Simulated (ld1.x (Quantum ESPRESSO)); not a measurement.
oxygen (O): excitation energies, all-electron against PAW

- Element: oxygen
- Generator: ld1.x (Quantum ESPRESSO) 7.5
- Type: PAW
- Functional: PBEsol
- Relativity: non-relativistic
- Frozen core: [He]
- Valence charge: 6
- Reference configuration: 2s2 2p4
- Partial waves: 2s (bound): rcut 0.60, rcutus 0.65 bohr; 2s channel at -0.65 Ry: rcut 0.60, rcutus 0.65 bohr; 2p (bound): rcut 1.10, rcutus 1.25 bohr; 2p channel at 2.85 Ry: rcut 1.10, rcutus 1.25 bohr; 3d channel at 0.2 Ry: rcut 0.95, rcutus 1.30 bohr; 3d channel at 2.7 Ry: rcut 0.95, rcutus 1.30 bohr
- Local potential: all-electron potential smoothed inside 0.75 bohr (lloc = -2)
- Core correction: Bessel-smoothed model core inside 0.45 bohr
- Augmentation charge: PSQ, inside the norm-conserving radii

Energies are relative to the spin-unpolarised reference configuration 2s2 2p4; without spin polarisation the order of configurations can differ from experiment. The frozen-core shift is the all-electron ΔE with the core orbitals held at their reference shape minus the fully relaxed ΔE.

```tsv
valence configuration	charge	ΔE all-electron (eV)	error AE − PS (meV)	frozen-core shift (meV)
2s2 2p3	+1	16.368	-0.1	+0.1
2s2 2p2	+2	49.853	-1.6	+1.4
2s2 2p1	+3	103.563	-8.3	+7.6
2s1 2p4	+1	31.447	-0.6	+0.5
2s1 2p5	0	14.801	-0.4	+0.4
2s0 2p6	0	29.640	-1.5	+1.5
```

Problem. What are ΔE and the potential's error for 2s2 2p3.5?

Solution. ΔE = 6.258 eV all-electron; the error (AE − PS) is 0.0 meV.

Levels in the configuration 2s0 2p6:

```csv
level,all-electron (eV),pseudo (eV)
2p,-9.797,-9.797
```
